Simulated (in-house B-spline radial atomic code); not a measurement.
Values are calculated unless marked as measured or tabulated.
## Ga in an electron gas of r_s = 1.8: phase shifts, screening and friction

A nucleus sits in a uniform electron gas with a rigid positive background. The Kohn-Sham equations are solved self-consistently in the spin-unpolarised LDA (PW92), non-relativistic, on B-splines with outgoing waves at the boundary and partial waves to l = 8. The model has no lattice, no bands and no magnetic solution. Atomic units; δ_l are the phase shifts at the Fermi level, counted so that each bound state adds π, and good to about 0.0005.

The density parameter is r_s = 1.8 bohr.

| l | δ_l (rad) |
| --- | --- |
| 0 | 9.7310 |
| 1 | 7.0881 |
| 2 | 3.3711 |
| 3 | 0.0883 |
| 4 | 0.0184 |
| 5 | 0.0041 |
| 6 | 0.0010 |
| 7 | 0.0002 |
| 8 | 0.0001 |

Bound levels below the band bottom (hartree): p -39.58, s -4.781, p -3.125, d -0.2844, s -0.03084 and deeper ones.

Question: Check the Friedel sum rule, and say where the screening charge sits.

Answer: k_F = (9π/4)^(1/3)/r_s = 1.06620. The rule is Z = (2/π) Σ (2l + 1) δ_l. The terms are s 6.195, p 13.537, d 10.731, f 0.393 and 0.145 beyond, in all 31.002 against Z = 31. Bound states hold 8 s, 12 p, 10 d electrons, so the scattering states carry 1.00 in all; where a term is smaller than its bound count, the bound level has drawn weight out of the band.

Question: Find the transport cross section and the electronic stopping of a 5 keV Ga ion (mass 69.72 u).

Answer: σ_tr = (4π/k_F²) Σ (l + 1) sin²(δ_l − δ_(l+1)). The terms for l = 0 to 3 are 0.2287, 0.5923, 0.0594, 0.0195, all together 0.9010, so σ_tr = 11.054 × 0.9010 = 9.960 bohr². With n = 3/(4π r_s³) = 0.04093, the friction coefficient is Q = n k_F σ_tr = 0.4347. For v well below v_F = 1.066, dE/dx = Q v; with 24801 eV per u at v = 1, v = √(5000/(24801 × 69.72)) = 0.0538, so dE/dx = 0.02338 hartree/bohr = 12 eV/nm. The largest term couples the p and d waves.
